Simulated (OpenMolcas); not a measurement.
Pr3+ with 8 ligands (chloride) in cubic eightfold coordination (Oh) at 2.89 Å. A charge of +0.625 e stands 3.2 Å behind each ligand. Ligand basis ANO-RCC-VDZP.
```
Pr    0.0000    0.0000    0.0000
Cl    1.6685    1.6685    1.6685
Cl    1.6685    1.6685   -1.6685
Cl    1.6685   -1.6685    1.6685
Cl    1.6685   -1.6685   -1.6685
Cl   -1.6685    1.6685    1.6685
Cl   -1.6685    1.6685   -1.6685
Cl   -1.6685   -1.6685    1.6685
Cl   -1.6685   -1.6685   -1.6685
```

```yaml
Program: OpenMolcas
Method: CASSCF
Basis: ANO-RCC-VDZP [7s6p4d2f1g]
Scalar_Hamiltonian: DKH2, point nucleus
Active_space: 2 electrons in 7 orbitals (4f)
State_averaging: 2S+1 = 3 even, 21 roots; 2S+1 = 1 even, 27 roots kept (CI in the orbitals of an earlier block)
Spin-orbit_coupling: state interaction with AMFI integrals over the reference wave functions
```

Task: What is the spin-free ground state (labels of O, the rotations of Oh)?

Result: 3T1, 3-fold in its orbital part, 100 % from free-ion H terms; it has the highest spin that f2 allows.

Task: Where is the first state of the same spin?

Result: 3E at 2.51 cm-1 above the ground state.

Task: What are the lowest two levels with spin-orbit coupling?

Result: A 3-fold level T2, then a 1-fold level A1 184.9 cm-1 above it. Their leading multiplicities are 3 (98 %) and 3 (98 %).

Task: What is χT at 300 K, and how does it compare with the textbook value?

Result: Hund's rules give f2 the level 3H4 with g = 0.800, so an isolated free-ion multiplet has χT = g² J(J+1) / 8 = 1.600 cm3 K/mol. The computed 1.551 at 300 K differs by -3 %, through the field's splitting, the mixing of terms and any other multiplet in reach.

Without dynamic correlation the ligand-field splitting of an f shell can come out too small, at times by half. The first state left out of the spin-orbit step lies near 62000 cm-1 above the lowest spin-free state of the reference (among the parities and spins computed), and the lists stop at four fifths of that energy or lower. No measured value stands beside these numbers; the geometry is a model, was not optimised and need not be the one that this ion takes.
